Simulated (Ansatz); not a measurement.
```yaml
atoms:
  - { symbol: C, position_ang: [-0.0062, -0.0077, 0.0017] }
  - { symbol: H, position_ang: [0.6359, 0.6281, 0.6261] }
  - { symbol: H, position_ang: [0.6309, -0.6407, -0.6272] }
  - { symbol: H, position_ang: [-0.6310, 0.6427, -0.6301] }
  - { symbol: H, position_ang: [-0.6308, -0.6245, 0.6340] }
```

Basis set: STO-3G (spherical functions). Left uncorrelated: 1 orbital. Charge 0, multiplicity 1.

Computed with Ansatz (development build ahead of 0.2.0); each method stands on the lowest determinant of its kind that the runs found. Restricted open shells among the atoms or ions are ROHF, correlated in semicanonical orbitals with singles.

The atomization energy at this shape (free ground-state atoms in the same class of orbitals less the molecule, no zero-point energy) of singlet CH₄:

```tsv
method	atomization energy
RHF-MP2	444.40 kcal/mol
```

(1) What does RHF give?

Results:

(1) 415.07 kcal/mol.

This basis has no polarisation functions and is too small for such energies, which can lie far from measured ones in either direction.
